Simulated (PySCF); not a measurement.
Species: CH7ClSi2.
SMILES with atom numbers: `[CH3:1][Si@@H:2]([SiH3:3])[Cl:4]` (hydrogens: H5, H6, H7 on C1; H8 on Si2; H9, H10, H11 on Si3)

Method: PBE0-D3(BJ)/def2-SVP geometry optimisation, gas phase in PySCF 2.14.0; density fitting, grid level 1; the optimiser is geomeTRIC in internal coordinates, started from a GFN2-xTB structure with every atom displaced at random (about 0.01 Å).

Step 0: E = -29408.7738 eV
```
atom  x, y, z in Å  |  force x, y, z in eV/Å
C1     -2.9867   -0.3988   -0.2991   -0.297   1.818  -0.369
Si2    -1.8064    1.0976   -0.2967   -0.835  -0.981   0.192
Si3     0.3740    0.4387    0.0417    0.334   0.049   0.603
Cl4    -1.9635    2.0328   -2.1058    0.041   0.355  -0.818
H5     -2.9963   -0.8985    0.6396    0.126  -0.683   1.243
H6     -2.7459   -1.0886   -1.0753    0.436  -0.847  -0.872
H7     -4.0193   -0.0581   -0.4920    0.111   0.114   0.015
H8     -2.2924    2.0844    0.6749    0.009   0.263   0.476
H9      0.5219   -0.2109    1.3745   -0.138  -0.103   0.173
H10     0.8637   -0.5199   -0.9441    0.022  -0.463  -0.578
H11     1.3279    1.5582    0.0483    0.189   0.479  -0.063
```

Step 1: E = -29408.9119 eV
```
atom  x, y, z in Å  |  force x, y, z in eV/Å
C1     -3.0286   -0.3851   -0.3128    0.071  -0.309   0.068
Si2    -1.8240    1.0437   -0.2838    0.034   0.334  -0.289
Si3     0.4185    0.4486    0.0711   -0.119  -0.109  -0.072
Cl4    -1.9076    2.0056   -2.1650    0.027  -0.185   0.375
H5     -3.0252   -0.9175    0.6591    0.011   0.107  -0.183
H6     -2.7671   -1.1079   -1.1080   -0.014   0.129   0.144
H7     -4.0493   -0.0231   -0.5042   -0.020   0.042   0.000
H8     -2.2235    2.0510    0.7518   -0.037  -0.042  -0.082
H9      0.5393   -0.2041    1.4127    0.040   0.005   0.015
H10     0.8468   -0.5294   -0.9777    0.022   0.028   0.022
H11     1.2976    1.6550    0.0228   -0.015   0.001   0.002
```

Question: Estimate the geometry and energy of step 2. (The exact step hangs on the optimiser's Hessian estimate; all steps are aligned on step 1, rigid shifts and turns removed.)

Answer: E = -29408.9214 eV, largest force 0.237 eV/Å
```
atom  x, y, z in Å  |  force x, y, z in eV/Å
C1     -3.0207   -0.3840   -0.3106   -0.003  -0.083   0.024
Si2    -1.8262    1.0527   -0.2826    0.011   0.164  -0.170
Si3     0.4082    0.4404    0.0686   -0.053  -0.055  -0.004
Cl4    -1.9029    2.0047   -2.1531    0.020  -0.086   0.170
H5     -3.0160   -0.9097    0.6585    0.001   0.019  -0.019
H6     -2.7491   -1.1031   -1.0985    0.005   0.016   0.015
H7     -4.0425   -0.0250   -0.5069    0.004   0.004   0.001
H8     -2.2414    2.0580    0.7427   -0.019   0.000  -0.016
H9      0.5415   -0.2129    1.4097    0.022   0.004  -0.001
H10     0.8404   -0.5314   -0.9823    0.004   0.008  -0.001
H11     1.2857    1.6472    0.0206    0.007   0.009   0.001
```

The energy changes by -0.0095 eV. The first-order estimate −F·Δx gives -0.0136 eV and the mean of the old and new forces, exact on a quadratic surface, -0.0094 eV. The step makes an angle of 67° with the force vector and moves no atom by more than 0.021 Å.

The cost below is that of the whole optimisation. On an Intel Xeon 6975P-C with one thread, no GPU, shared host, this took 21 s and 0.43 GiB of memory at its peak.
